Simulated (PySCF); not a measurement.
Point-charge models of `O1[C@@](CC)(C(Cl)Cl)CO[SiH2]1` against its computed dipole.

Coordinates (GFN2-xTB, Å) and charges (e) from the PBE0/pcSseg-1 density (PySCF):

```csv
atom,x,y,z,Mulliken,IAO,Hirshfeld,ESP-fitted
C1,-2.303,-0.312,0.238,-0.2592,-0.4251,-0.1220,-0.3271
C2,-1.088,-0.393,-0.678,-0.1398,-0.2620,-0.0795,+0.1141
C3,0.180,0.237,-0.078,-0.2311,+0.1973,+0.0700,+0.3331
C4,-0.011,1.731,0.204,-0.1213,-0.1072,+0.0301,-0.7479
Cl5,-0.378,2.609,-1.286,-0.0511,-0.0691,-0.0174,+0.0284
Cl6,1.441,2.420,0.948,-0.0457,-0.0602,-0.0277,+0.0313
C7,1.395,-0.021,-1.013,+0.2629,-0.0726,-0.0140,+0.0866
O8,2.149,-1.062,-0.476,-0.6189,-0.6474,-0.2410,-0.4833
Si9,1.762,-1.375,1.083,+0.9843,+1.2161,+0.4670,+0.8110
O10,0.462,-0.373,1.150,-0.6015,-0.6506,-0.2229,-0.4365
H11,-2.033,-0.632,1.241,+0.1285,+0.1506,+0.0357,+0.0818
H12,-3.087,-0.965,-0.137,+0.1216,+0.1487,+0.0460,+0.0955
H13,-2.700,0.700,0.280,+0.1148,+0.1342,+0.0361,+0.0824
H14,-1.306,0.081,-1.636,+0.1319,+0.1428,+0.0292,+0.0056
H15,-0.845,-1.443,-0.857,+0.1271,+0.1403,+0.0434,+0.0296
H16,-0.831,1.893,0.905,+0.2096,+0.1859,+0.0514,+0.4035
H17,1.063,-0.305,-2.015,+0.1229,+0.1485,+0.0442,+0.0440
H18,2.022,0.873,-1.088,+0.1204,+0.1416,+0.0189,+0.0951
H19,1.350,-2.764,1.186,-0.1316,-0.1584,-0.0740,-0.1282
H20,2.754,-0.888,2.024,-0.1237,-0.1534,-0.0729,-0.1189
```

Compute μ = Σ q r for each scheme (1 e·Å = 4.803 D) and compare with the dipole of the full density.

The full density gives (-1.26, -1.35, 0.12) D, 1.85 D in size; dipole vectors point from the negative to the positive end.

| scheme | μx | μy | μz | size (D) | share of the full size (%) | angle to the full dipole (°) |
| --- | --- | --- | --- | --- | --- | --- |
| Mulliken | -1.87 | -0.98 | -1.41 | 2.54 | 137 | 42 |
| IAO | -0.91 | -1.45 | 0.43 | 1.76 | 95 | 15 |
| Hirshfeld | -0.56 | -0.05 | 0.31 | 0.64 | 35 | 47 |
| ESP-fitted | -1.30 | -1.37 | 0.17 | 1.90 | 102 | 2 |

Which set comes closest?

Length of the difference vector: ESP-fitted 0.07 D, IAO 0.48 D, Hirshfeld 1.49 D, Mulliken 1.68 D. Closest: ESP-fitted. 

What is left for the Hirshfeld atoms' own dipoles?

The Hirshfeld atoms' densities add up to the full density, so μ = Σ q r + Σ (atomic dipoles). The atomic dipoles sum to (-1.26, -1.35, 0.12) − (-0.56, -0.05, 0.31) = (-0.70, -1.30, -0.19) D, 1.49 D in size.

With the origin at the mean of the coordinates, (0.000, 0.001, 0.000) Å, which are the largest single terms, by size, of the Hirshfeld dipole along the direction of the full one?

C1 -1.06, O8 +0.84, H12 +0.62, H19 -0.41, H20 +0.39 D; all 20 atoms together +0.43 D. The single terms depend on the origin, their sum doesn't.

Give the size of the full dipole in other units.

1.85 D = 0.728 au = 0.385 e·Å = 6.17 × 10⁻³⁰ C·m.

Isolated species at its GFN2-xTB geometry (one conformer only).
